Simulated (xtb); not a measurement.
C₂H₇FSi₂, SMILES C(=C\[SiH2]F)/[SiH3]. All values are semi-empirical tight-binding results from xtb (GFN2-xTB unless named), good for trends rather than for accurate numbers. Geometry: GFN2-xTB. The structure was generated by enumeration; whether it is a known compound was not checked. The values are those of a single conformer.

Optimised geometry:

```xyz
12

Si     2.7895    -0.0288     0.1182
C      0.9795    -0.5092     0.3181
C     -0.0634     0.2045    -0.1049
Si    -1.8663    -0.2794     0.0949
F     -2.7282     0.8849    -0.6166
H      2.8799     1.2603    -0.5678
H      3.4027     0.0607     1.4465
H      3.4686    -1.0667    -0.6628
H      0.7793    -1.4500     0.8208
H      0.1349     1.1455    -0.6080
H     -2.2193    -1.4960    -0.6249
H     -2.3130    -0.2764     1.4819
```

Computed properties:
```json
{
  "orbital_gap": "3.51 eV",
  "dipole_moment": "1.98 D",
  "zero_point_energy": "46.3 kcal/mol",
  "G − E(el) at 298.15 K (modified RRHO)": "25.4 kcal/mol",
  "static polarisability (D4 model)": "84.5 bohr³",
  "solvation energy, GFN2-xTB/ALPB(water)": "0.7 kcal/mol",
  "solvation energy, GFN2-xTB/ALPB(hexane)": "-2.4 kcal/mol"
}
```

Problem. Give the atomic charges and the Wiberg bond orders between heavy atoms. (The exact figures need the calculation; the answer reports its results.)

Solution. charges (e) Si1 0.44, C2 -0.14, C3 -0.13, Si4 0.53, F5 -0.29, H6 -0.10, H7 -0.10, H8 -0.10, H9 0.01, H10 0.03, H11 -0.08, H12 -0.08. Bond orders Si1–C2 0.91, C2–C3 1.96, C3–Si4 0.92, Si4–F5 1.07.
